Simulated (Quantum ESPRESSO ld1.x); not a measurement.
Input (ld1.x (Quantum ESPRESSO 7.5)):

```
 &input
    zed=82.0,
    iswitch=1,
    rel=2,
    dft='PBE',
    config='[Ar] 3d1 4s0 4p0',
    rel_dist='energy',
    lsmall=.true.,
    prefix='ld1',
    max_out_wfc=37,
    file_charge='ld1.rho',
 /
```

Output (excerpt):

```
     Program LD1 v.7.5 starts

     --------------------------- All-electron run ----------------------------

     dirac relativistic calculation

     atomic number is 82.00
     dft =PBE   lsd =0 sic =0 latt =0  beta=0.20 tr2=1.0E-14
     Exchange-correlation= PBE
                           (   1   4   3   4   0   0   0)
     mesh =2127 r(mesh) =  99.61181 a.u. xmin = -8.00 dx = 0.00800
     1 Ry =  13.60569312 eV, c = 137.03599908

     n l j   nl                  e(Ry)          e(Ha)          e(eV)
     Spin orbit split results
     1 0 0.5 1S 1( 2.00)     -6826.2587     -3413.1293    -92875.9810
     2 0 0.5 2S 1( 2.00)     -1505.9663      -752.9831    -20489.7151
     2 1 0.5 2P 1( 2.00)     -1463.1951      -731.5975    -19907.7834
     2 1 1.5 2P 1( 4.00)     -1299.8880      -649.9440    -17685.8767
     3 0 0.5 3S 1( 2.00)      -584.7609      -292.3805     -7956.0780
     3 1 0.5 3P 1( 2.00)      -568.2336      -284.1168     -7731.2127
     3 1 1.5 3P 1( 4.00)      -526.0317      -263.0158     -7157.0256
     3 2 1.5 3D 1( 1.00)      -503.3907      -251.6953     -6848.9787
     3 2 2.5 3D 1( 0.00)      -493.8224      -246.9112     -6718.7966
     4 0 0.5 4S 1( 0.00)      -305.3471      -152.6736     -4154.4595
     4 1 0.5 4P 1( 0.00)      -298.1608      -149.0804     -4056.6845
     4 1 1.5 4P 1( 0.00)      -282.0124      -141.0062     -3836.9737
     Averaged results
     1 0     1S 1( 2.00)     -6826.2587     -3413.1293    -92875.9810
     2 0     2S 1( 2.00)     -1505.9663      -752.9831    -20489.7151
     2 1     2P 1( 6.00)     -1354.3237      -677.1618    -18426.5123
     3 0     3S 1( 2.00)      -584.7609      -292.3805     -7956.0780
     3 1     3P 1( 6.00)      -540.0990      -270.0495     -7348.4213
     3 2     3D 1( 1.00)      -497.6497      -248.8249     -6770.8695
     4 0     4S 1( 0.00)      -305.3471      -152.6736     -4154.4595
     4 1     4P 1( 0.00)      -287.3952      -143.6976     -3910.2106

     final scf error:  4.8E-15 reached in  30 iterations

     Etot =  -33241.838927 Ry,  -16620.919463 Ha, -452278.259280 eV

     Ekin =   39916.664644 Ry,   19958.332322 Ha,  543093.889642 eV
     Encl =  -76398.384090 Ry,  -38199.192045 Ha,-1039452.969022 eV
     Eh   =    3663.659154 Ry,    1831.829577 Ha,   49846.622160 eV
     Exc  =    -423.778635 Ry,    -211.889318 Ha,   -5765.802060 eV
```

Run on one thread of a shared host, so times are rough (Intel(R) Xeon(R) Processor @ 2.60GHz): 0.68 s of CPU time, 0.72 s wall, 30 iterations on 2127 mesh points.
